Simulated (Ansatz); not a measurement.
Geometry optimisation of the cluster Ca₅O₅⁻.

```yaml
crystal:
  periodic: [false, false, false]
  atoms:
    - {symbol: Ca, position_ang: [-1.103960, 0.769320, 1.787380]}
    - {symbol: Ca, position_ang: [1.406520, -0.672770, -0.201000]}
    - {symbol: Ca, position_ang: [1.136690, 1.294280, -2.805990]}
    - {symbol: Ca, position_ang: [0.313880, -2.018270, 2.556750]}
    - {symbol: Ca, position_ang: [-1.645240, 0.588740, -1.355210]}
    - {symbol: O, position_ang: [-0.825730, 1.461430, -2.960820]}
    - {symbol: O, position_ang: [2.163050, -0.161810, -1.977550]}
    - {symbol: O, position_ang: [-0.882390, -0.598200, 3.231560]}
    - {symbol: O, position_ang: [1.858520, -1.838480, 1.356420]}
    - {symbol: O, position_ang: [-2.421340, 1.175760, 0.368450]}
basis:
  gaussian: {orbitals: def2-SVP}
total_charge: -1
magnetization: {spin_polarized: true, initial_magnetization: 1}
hamiltonian: {xc: pbe, dispersion: d4}
scf: {lower_state_search: "off"}
output: {orbitals: {seedname: orbitals}}
relax: {f_tol: 0.03, max_steps: 70}
```

```sh
$ ansatz run in.yaml --threads 4 --pin off --events-out ev --progress --plain --max-ram 6963MiB
```

Shortened log:

```
Functional definition: PBE
mean field -102376.01121057 eV, -3762.2490190358 hartree, gradient 2.5e-6 eV, S^2 0.754266; 0 other end points of the search recorded, 0 dependent functions left out
relax step   1: F+E_penalty+E_count = -102376.46650373 eV  Δ(F+E_penalty+E_count) = +0.000e0 eV  max|allowed force component| = 2.357e0 eV/Å  Δτ_max = 0.0000 Å  (27 SCF iters, accepted)
mean field -102377.46839630 eV, -3762.3025696234 hartree, gradient 1.9e-6 eV, S^2 0.753657; 0 other end points of the search recorded, 0 dependent functions left out
relax step   2: F+E_penalty+E_count = -102377.89811025 eV  Δ(F+E_penalty+E_count) = -1.432e0 eV  max|allowed force component| = 6.669e-1 eV/Å  Δτ_max = 0.1958 Å  (28 SCF iters, accepted)
mean field -102377.90870291 eV, -3762.3187505932 hartree, gradient 1.3e-6 eV, S^2 0.752921; 0 other end points of the search recorded, 0 dependent functions left out
relax step   3: F+E_penalty+E_count = -102378.32122142 eV  Δ(F+E_penalty+E_count) = -4.231e-1 eV  max|allowed force component| = 2.546e-1 eV/Å  Δτ_max = 0.2000 Å  (27 SCF iters, accepted)
mean field -102378.04181609 eV, -3762.3236424121 hartree, gradient 2.0e-6 eV, S^2 0.752594; 0 other end points of the search recorded, 0 dependent functions left out
relax step   4: F+E_penalty+E_count = -102378.43708860 eV  Δ(F+E_penalty+E_count) = -1.159e-1 eV  max|allowed force component| = 1.129e-1 eV/Å  Δτ_max = 0.2000 Å  (27 SCF iters, accepted)
mean field -102378.07331308 eV, -3762.3247999051 hartree, gradient 2.9e-6 eV, S^2 0.752288; 0 other end points of the search recorded, 0 dependent functions left out
relax step   5: F+E_penalty+E_count = -102378.46155848 eV  Δ(F+E_penalty+E_count) = -2.447e-2 eV  max|allowed force component| = 6.582e-2 eV/Å  Δτ_max = 0.2000 Å  (26 SCF iters, accepted)
mean field -102378.08154451 eV, -3762.3251024047 hartree, gradient 9.9e-6 eV, S^2 0.752192; 0 other end points of the search recorded, 0 dependent functions left out
relax step   6: F+E_penalty+E_count = -102378.47196945 eV  Δ(F+E_penalty+E_count) = -1.041e-2 eV  max|allowed force component| = 6.769e-2 eV/Å  Δτ_max = 0.1188 Å  (23 SCF iters, accepted)
mean field -102378.09072677 eV, -3762.3254398466 hartree, gradient 2.2e-6 eV, S^2 0.751770; 0 other end points of the search recorded, 0 dependent functions left out
relax step   7: F+E_penalty+E_count = -102378.47957404 eV  Δ(F+E_penalty+E_count) = -7.605e-3 eV  max|allowed force component| = 2.403e-1 eV/Å  Δτ_max = 0.1920 Å  (30 SCF iters, accepted)
mean field -102378.11524171 eV, -3762.3263407538 hartree, gradient 2.1e-6 eV, S^2 0.751474; 0 other end points of the search recorded, 0 dependent functions left out
relax step   8: F+E_penalty+E_count = -102378.50449483 eV  Δ(F+E_penalty+E_count) = -2.492e-2 eV  max|allowed force component| = 2.773e-1 eV/Å  Δτ_max = 0.1009 Å  (27 SCF iters, accepted)
mean field -102378.18473960 eV, -3762.3288947543 hartree, gradient 1.8e-6 eV, S^2 0.751184; 0 other end points of the search recorded, 0 dependent functions left out
relax step   9: F+E_penalty+E_count = -102378.57925235 eV  Δ(F+E_penalty+E_count) = -7.476e-2 eV  max|allowed force component| = 3.450e-1 eV/Å  Δτ_max = 0.1941 Å  (32 SCF iters, accepted)
mean field -102378.28929115 eV, -3762.3327369530 hartree, gradient 2.0e-6 eV, S^2 0.751060; 0 other end points of the search recorded, 0 dependent functions left out
relax step  10: F+E_penalty+E_count = -102378.69121054 eV  Δ(F+E_penalty+E_count) = -1.120e-1 eV  max|allowed force component| = 4.062e-1 eV/Å  Δτ_max = 0.1999 Å  (31 SCF iters, accepted)
mean field -102378.43687535 eV, -3762.3381605723 hartree, gradient 1.9e-6 eV, S^2 0.750924; 0 other end points of the search recorded, 0 dependent functions left out
relax step  11: F+E_penalty+E_count = -102378.84726161 eV  Δ(F+E_penalty+E_count) = -1.561e-1 eV  max|allowed force component| = 5.142e-1 eV/Å  Δτ_max = 0.1950 Å  (31 SCF iters, accepted)
mean field -102378.63158081 eV, -3762.3453158658 hartree, gradient 1.9e-6 eV, S^2 0.750818; 0 other end points of the search recorded, 0 dependent functions left out
relax step  12: F+E_penalty+E_count = -102379.05005886 eV  Δ(F+E_penalty+E_count) = -2.028e-1 eV  max|allowed force component| = 6.393e-1 eV/Å  Δτ_max = 0.1951 Å  (30 SCF iters, accepted)
mean field -102378.87353559 eV, -3762.3542075401 hartree, gradient 1.9e-6 eV, S^2 0.750753; 0 other end points of the search recorded, 0 dependent functions left out
relax step  13: F+E_penalty+E_count = -102379.29936415 eV  Δ(F+E_penalty+E_count) = -2.493e-1 eV  max|allowed force component| = 7.389e-1 eV/Å  Δτ_max = 0.1950 Å  (29 SCF iters, accepted)
mean field -102379.13125239 eV, -3762.3636784578 hartree, gradient 1.5e-6 eV, S^2 0.750724; 0 other end points of the search recorded, 0 dependent functions left out
relax step  14: F+E_penalty+E_count = -102379.56472991 eV  Δ(F+E_penalty+E_count) = -2.654e-1 eV  max|allowed force component| = 6.483e-1 eV/Å  Δτ_max = 0.1947 Å  (28 SCF iters, accepted)
mean field -102379.31701689 eV, -3762.3705051773 hartree, gradient 1.2e-6 eV, S^2 0.750682; 0 other end points of the search recorded, 0 dependent functions left out
relax step  15: F+E_penalty+E_count = -102379.76049426 eV  Δ(F+E_penalty+E_count) = -1.958e-1 eV  max|allowed force component| = 2.269e-1 eV/Å  Δτ_max = 0.1983 Å  (28 SCF iters, accepted)
mean field -102379.42208670 eV, -3762.3743664214 hartree, gradient 2.5e-6 eV, S^2 0.750714; 0 other end points of the search recorded, 0 dependent functions left out
relax step  16: F+E_penalty+E_count = -102379.86587931 eV  Δ(F+E_penalty+E_count) = -1.054e-1 eV  max|allowed force component| = 1.860e-1 eV/Å  Δτ_max = 0.2000 Å  (26 SCF iters, accepted)
mean field -102379.43790817 eV, -3762.3749478498 hartree, gradient 3.1e-6 eV, S^2 0.750734; 0 other end points of the search recorded, 0 dependent functions left out
relax step  17: F+E_penalty+E_count = -102379.88112737 eV  Δ(F+E_penalty+E_count) = -1.525e-2 eV  max|allowed force component| = 8.699e-2 eV/Å  Δτ_max = 0.0964 Å  (23 SCF iters, accepted)
mean field -102379.44111955 eV, -3762.3750658658 hartree, gradient 2.1e-6 eV, S^2 0.750730; 0 other end points of the search recorded, 0 dependent functions left out
relax step  18: F+E_penalty+E_count = -102379.88467106 eV  Δ(F+E_penalty+E_count) = -3.544e-3 eV  max|allowed force component| = 1.471e-2 eV/Å  Δτ_max = 0.0414 Å  (22 SCF iters, accepted)
Total energy: -102379.88473719 eV, -3762.3913685136 hartree
Atom 0 at    -1.922430     0.230226     1.990849 Å, force     0.005205    -0.007808     0.001346 eV/Å
Atom 1 at     1.103705    -0.528759    -0.162241 Å, force     0.002339    -0.001196     0.000110 eV/Å
Atom 2 at     1.064877     0.977743    -3.592761 Å, force     0.006146    -0.009648     0.009955 eV/Å
Atom 3 at     0.721664    -1.865771     3.316856 Å, force     0.009801     0.004117    -0.014714 eV/Å
Atom 4 at    -1.780356     1.580656    -1.430349 Å, force     0.009356     0.000903    -0.002412 eV/Å
Atom 5 at    -0.796742     1.807660    -3.217007 Å, force    -0.001171     0.001062     0.004408 eV/Å
Atom 6 at     1.900612    -0.109291    -2.114176 Å, force    -0.009915     0.007677    -0.011409 eV/Å
Atom 7 at    -1.101893    -0.897452     3.496199 Å, force    -0.002798     0.001565    -0.001849 eV/Å
Atom 8 at     1.709109    -1.645180     1.572418 Å, force    -0.010872     0.001681     0.014643 eV/Å
Atom 9 at    -0.898546     0.450169     0.140202 Å, force    -0.008091     0.001648    -0.000077 eV/Å
Dipole moment:     0.409064    -0.202424    -0.062220 e Å
Checks for a lower state left out: stability, starts, cluster_reference, orbital_swaps, neighbouring_geometries, increment
```

It took 1.8 min on 4 threads of Arm Neoverse V2 on a shared host.

The highest occupied level of the charge -1 doublet lies above zero (up to 0.43 eV). By energy differences its removal costs 1.28 eV (vertical, to the charge 0 singlet, at PBE0-D4/def2-TZVPD). The relaxation made no stability test and no search for a lower SCF solution. The structure comes from a short search, and lower isomers may exist.
